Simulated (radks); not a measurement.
The numbers below are computed, except where a source is named.
Orbital eigenvalues (eV) of the manganese ion Mn+, [Ar] 3d5 4s1, at several levels of relativity; Dirac values are averaged over j with weights 2j + 1. Spin-unpolarised spherical Kohn-Sham, PBE, point nucleus unless stated (finite: rms radius 3.7057 fm), a radial shooting solver on a logarithmic mesh with Libxc functionals. A level marked "c x" has the speed of light scaled by that factor and shares open shells by 2j + 1; other Dirac levels either fill j = l - 1/2 first or share by 2j + 1.

[
 {"shell": "1s", "non-rel.": "-6382.1", "scalar-rel., finite nucleus": "-6437.8", "Dirac, low j first": "-6436.4", "Dirac, c x 0.85": "-6457.9", "change of magnitude, last against first (%)": "+1.19"},
 {"shell": "2s", "non-rel.": "-740.84", "scalar-rel., finite nucleus": "-752.06", "Dirac, low j first": "-751.76", "Dirac, c x 0.85": "-756.20", "change of magnitude, last against first (%)": "+2.07"},
 {"shell": "2p", "non-rel.": "-636.18", "scalar-rel., finite nucleus": "-638.32", "Dirac, low j first": "-638.05", "Dirac, c x 0.85": "-638.92", "change of magnitude, last against first (%)": "+0.43"},
 {"shell": "3s", "non-rel.": "-92.367", "scalar-rel., finite nucleus": "-94.103", "Dirac, low j first": "-94.040", "Dirac, c x 0.85": "-94.764", "change of magnitude, last against first (%)": "+2.59"},
 {"shell": "3p", "non-rel.": "-62.479", "scalar-rel., finite nucleus": "-62.830", "Dirac, low j first": "-62.779", "Dirac, c x 0.85": "-62.957", "change of magnitude, last against first (%)": "+0.76"},
 {"shell": "3d", "non-rel.": "-15.105", "scalar-rel., finite nucleus": "-14.908", "Dirac, low j first": "-14.874", "Dirac, c x 0.85": "-14.833", "change of magnitude, last against first (%)": "-1.80"},
 {"shell": "4s", "non-rel.": "-11.733", "scalar-rel., finite nucleus": "-11.878", "Dirac, low j first": "-11.871", "Dirac, c x 0.85": "-11.934", "change of magnitude, last against first (%)": "+1.72"},
 {"shell": "4p (empty)", "non-rel.": "-7.1813", "scalar-rel., finite nucleus": "-7.1932", "Dirac, low j first": "-7.1898", "Dirac, c x 0.85": "-7.1978", "change of magnitude, last against first (%)": "+0.23"}
]
